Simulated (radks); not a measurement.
Ti21+, configuration 1s1 (the NIST ground configuration).

Calculated with a radial shooting solver on a logarithmic mesh with Libxc functionals: scalar-relativistic Kohn-Sham, MS2 meta-GGA, spin-polarised, spherical densities, finite nucleus; open shells are filled with parallel spins first; meta-GGA in the generalised Kohn-Sham scheme; Fermi nuclear charge, rms radius 3.5921 fm.

Energy parts (eV):
| part | energy |
|---|---|
| total | -6628.393 |
| kinetic | 6715.388 |
| electron-nucleus | -13343.498 |
| Hartree | 188.809 |
| exchange-correlation | -189.092 |

Orbitals (lengths in bohr, moments of r in powers of bohr; r(90%) holds 90 % of the orbital's charge):
orbital  occ.  eigenvalue (eV)      <r>     <r^2>  r(90%)  <1/r>
1s up       1        -6498.348  0.06764  0.006117   0.120  22.29

The highest occupied level is 1s up at -6498.3 eV. The electron density at the nucleus is 4057 e/bohr^3 (large components only). For comparison, the ionisation energy in NIST's Atomic Spectra Database is 6625.8 eV (theoretical). In exact Kohn-Sham theory the highest level is minus the ionisation energy, but local and semilocal functionals leave it too shallow, through self-interaction and a potential that decays too fast; potentials with the right tail come closer. Spin moment in Bohr magnetons: 1. The spin density at the nucleus is 4057 e/bohr^3 (1s 4057). The density falls to 0.001 e/bohr^3 at r = 0.34 bohr.
